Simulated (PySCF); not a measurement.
**Steps of a relaxation of ErH3(H2O)**

ErH3(H2O) (singlet in the valence; each metal's 4f electrons, 11 of them, lie in its core potential, out of spins and levels; a saddle point, relaxed within its symmetry). PySCF 2.14.0, RKS PBE0, Er lcecp-1-SVP with ECP57, H def2-SVP, O def2-SVP; non-relativistic Hamiltonian with scalar-relativistic core potentials where named; density fitting; no spin-orbit coupling. Origin of the start: template. Columns: position (Å) and force (eV/Å). Energies are counted from the last step; some of the 20 steps are shown. Forces carry noise of the integration grid, about 0.01 to 0.03 eV/Å.

Run from Python with OMP_NUM_THREADS=2. Where DIIS fails, smearing, a level shift and second-order steps follow.
It took 39 s on 2 threads of Arm Neoverse V2, on a shared host, from the converged density of the start.

```xyz
7
step 0  E = 0.405 eV
Er    0.1317   -0.1317    0.1317     0.78   -0.77    0.77
H     1.3802    1.1168    1.3802    -0.72   -0.48   -0.70
H    -1.1168   -1.3802    1.3802     0.51    0.70   -0.70
H     1.3802   -1.3802   -1.1168    -0.72    0.70    0.48
O    -1.2669    1.2669   -1.2669    -0.05    0.05   -0.05
H    -1.6076    2.1520   -1.0631     0.11   -0.12    0.08
H    -1.6076    1.0631   -2.1520     0.11   -0.08    0.12
```

```xyz
7
step 6  E = 0.013 eV
Er    0.1919   -0.2238    0.2238     0.02    0.02   -0.02
H     1.1426    1.2624    1.1884    -0.01   -0.01   -0.01
H    -1.1772   -1.2519    1.2519    -0.01   -0.04    0.04
H     1.1426   -1.1884   -1.2624    -0.01    0.01    0.01
O    -1.1531    1.1329   -1.1329    -0.02    0.02   -0.02
H    -1.4269    2.0390   -0.9367     0.01    0.00    0.00
H    -1.4269    0.9367   -2.0390     0.01    0.00    0.00
```

```xyz
7
step 13  E = 0.002 eV
Er    0.1045   -0.2606    0.2606     0.00    0.03   -0.03
H     0.9945    1.3275    1.1190    -0.01   -0.02   -0.01
H    -1.0523   -1.4173    1.4173     0.00    0.00    0.00
H     0.9945   -1.1190   -1.3275    -0.01    0.01    0.02
O    -1.2018    1.1232   -1.1232    -0.04    0.04   -0.04
H    -1.2732    2.0777   -0.9754     0.02   -0.06    0.01
H    -1.2732    0.9754   -2.0777     0.02   -0.01    0.06
```

**Question.** Where does the relaxation end?

**Answer.** It converges at step 19 in Cs:
```xyz
7
step 19  E = 0
Er    0.0760   -0.2654    0.2654
H     0.9372    1.3588    1.0808
H    -1.0233   -1.4494    1.4494
H     0.9372   -1.0808   -1.3588
O    -1.2318    1.1109   -1.1109
H    -1.2010    2.0674   -0.9654
H    -1.2010    0.9654   -2.0674
```

**Question.** How did the contacts change?

**Answer.** 
```
     contact  start (Å)  end (Å)
  Er1–H2 (H)      2.162    2.011
  Er1–H3 (H)      2.162    2.003
  Er1–H4 (H)      2.162    2.011
Er1–O5 (H2O)      2.422    2.345
```


An lcecp potential fixes the number of 4f electrons, so in runs with it no electron can move into or out of that shell.
